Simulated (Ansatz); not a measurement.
Computed with Ansatz on PBE0-D4/def2-TZVP structures; ΔE is electronic, products minus reactants. CCSD(T)/CBS adds triple-zeta CCSD(T) − MP2 to the extrapolated MP2 energy (def2 sets, frozen cores). def2 core potentials past Kr. For Te outer-core shells are correlated without core-valence functions, which leaves a few kJ/mol of doubt a bond. One conformer a species, not always the lowest.

Consider the substitution at a C–O bond: `OCO[SiH3]` + H₂Te → `OC[TeH]` + `O[SiH3]`.

| species | HF/def2-SVP energy (Eh) |
| --- | --- |
| `OCO[SiH3]` | -479.80016 |
| H₂Te | -268.14024 |
| `OC[TeH]` | -381.92930 |
| `O[SiH3]` | -366.00217 |

Problem. Work out ΔE.

Solution. ΔE = (-381.92930) + (-366.00217) − (-479.80016) − (-268.14024) = 0.00893 Eh = +0.24 eV. CCSD(T)/CBS gives -0.26 eV.

Largest T1 diagnostic among the species: 0.011.

At CCSD(T), def2-SVP lies +0.38 eV from the extrapolated value and def2-TZVPP +0.09 eV. Leaving LDA and LC-ωPBE aside and taking each functional with its dispersion term where it has one, the values, not all of them listed here, spread over 0.17 eV, from revPBE-D4 to CAM-B3LYP-D4. LDA lies +0.10 eV from PBE without D4.
